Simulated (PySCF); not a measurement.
C2HO (SMILES [CH]=C=O), doublet, at a GFN2-xTB geometry, atoms displaced at random by about 0.03 Å a coordinate; DF-PBE0/6-31G, gradient run with PySCF.

Here is a job for PySCF.
```python
from pyscf import gto, scf, dft

mol = gto.M(
    atom='''
C     0.067852   -0.267120   -1.182847
C    -0.008817    0.001835    0.083460
H     0.099831   -0.490248   -2.239691
O    -0.042939    0.241834    1.130924
''',
    basis='6-31g',
    charge=0,
    spin=1,
    verbose=4,
)

mf = dft.UKS(mol)
mf.xc = 'pbe0'
mf = mf.density_fit(auxbasis='def2-universal-jkfit')
mf.kernel()
g = mf.nuc_grad_method()
g.auxbasis_response = False
grad = g.kernel()
```

Output, abridged:

```
PySCF version 2.14.0

[INPUT] verbose = 4
[INPUT] num. atoms = 4
[INPUT] num. electrons = 21
[INPUT] charge = 0
[INPUT] spin (= nelec alpha-beta = 2S) = 1
[INPUT] symmetry False subgroup None
[INPUT] Mole.unit = angstrom
[INPUT] Symbol           X                Y                Z      unit          X                Y                Z       unit  Magmom
[INPUT]  1 C      0.067852000000  -0.267120000000  -1.182847000000 AA    0.128221697004  -0.504783642394  -2.235256877263 Bohr   0.0
[INPUT]  2 C     -0.008817000000   0.001835000000   0.083460000000 AA   -0.016661715240   0.003467647439   0.157716542356 Bohr   0.0
[INPUT]  3 H      0.099831000000  -0.490248000000  -2.239691000000 AA    0.188653248741  -0.926434453116  -4.232402593653 Bohr   0.0
[INPUT]  4 O     -0.042939000000   0.241834000000   1.130924000000 AA   -0.081142950063   0.457000027608   2.137136627698 Bohr   0.0

nuclear repulsion = 54.5252529824788
number of shells = 17
number of NR pGTOs = 70
number of NR cGTOs = 29
basis = 6-31g
ecp = {}

******** <class 'pyscf.df.df_jk.DFUKS'> ********
method = DFUKS
initial guess = minao
damping factor = 0
level_shift factor = 0
DIIS = <class 'pyscf.scf.diis.CDIIS'>
diis_start_cycle = 1
diis_space = 8
diis_damp = 0
SCF conv_tol = 1e-09
SCF conv_tol_grad = None
SCF max_cycles = 50
direct_scf = False
number electrons alpha = 11  beta = 10
XC library pyscf.dft.libxc version 7.1.2
    S. Lehtola, C. Steigemann, M. J. T. Oliveira, and M. A. L. Marques,  SoftwareX 7, 1–5 (2018)
XC functionals = pbe0
    C. Adamo and V. Barone,  J. Chem. Phys. 110, 6158 (1999)
    M. Ernzerhof and G. E. Scuseria,  J. Chem. Phys. 110, 5029 (1999)
radial grids:
    Treutler-Ahlrichs [JCP 102, 346 (1995); DOI:10.1063/1.469408] (M4) radial grids

becke partition: Becke, JCP 88, 2547 (1988); DOI:10.1063/1.454033
pruning grids: <function nwchem_prune>
grids dens level: 3
symmetrized grids: False
atomic radii adjust function: <function treutler_atomic_radii_adjust>
small_rho_cutoff = 0
Set gradient conv threshold to 3.16228e-05
tot grids = 52128
******** <class 'pyscf.df.df.DF'> ********
auxbasis = def2-universal-jkfit
init E= -152.332856393052

cycle= 1 E= -151.584956803091  delta_E= 0.748  |g|= 0.419  |ddm|= 1.71
cycle= 2 E= -151.331339006415  delta_E= 0.254  |g|= 0.914  |ddm|= 1.22
cycle= 3 E= -151.653081411728  delta_E= -0.322  |g|= 0.0916  |ddm|= 0.852
cycle= 4 E= -151.657174383867  delta_E= -0.00409  |g|= 0.0397  |ddm|= 0.114
cycle= 5 E= -151.658096856231  delta_E= -0.000922  |g|= 0.00855  |ddm|= 0.0442
cycle= 6 E= -151.658169538582  delta_E= -7.27e-05  |g|= 0.00273  |ddm|= 0.0132
cycle= 7 E= -151.658187391154  delta_E= -1.79e-05  |g|= 0.000643  |ddm|= 0.00976
cycle= 8 E= -151.658188378467  delta_E= -9.87e-07  |g|= 0.00014  |ddm|= 0.00226
cycle= 9 E= -151.658188458684  delta_E= -8.02e-08  |g|= 3.61e-05  |ddm|= 0.000751
cycle= 10 E= -151.65818846309  delta_E= -4.41e-09  |g|= 1.35e-05  |ddm|= 0.000177
cycle= 11 E= -151.658188463517  delta_E= -4.28e-10  |g|= 4.75e-06  |ddm|= 5.46e-05
Extra cycle  E= -151.658188463519  delta_E= -1.71e-12  |g|= 9.27e-06  |ddm|= 1.69e-05
converged SCF energy = -151.658188463519  <S^2> = 0.75795443  2S+1 = 2.0079387

******** <class 'pyscf.df.grad.uks.Gradients'> for <class 'pyscf.df.df_jk.DFUKS'> ********
unit = Eh/Bohr
grid_response = False
--------------- DFUKS gradients ---------------
         x                y                z
0 C     0.0010870947    -0.0022211357    -0.0128699571
1 C    -0.0143410300     0.0778557719     0.3501795259
2 H     0.0011391155    -0.0026807135    -0.0137862594
3 O     0.0120927354    -0.0729602164    -0.3234521434
----------------------------------------------
```
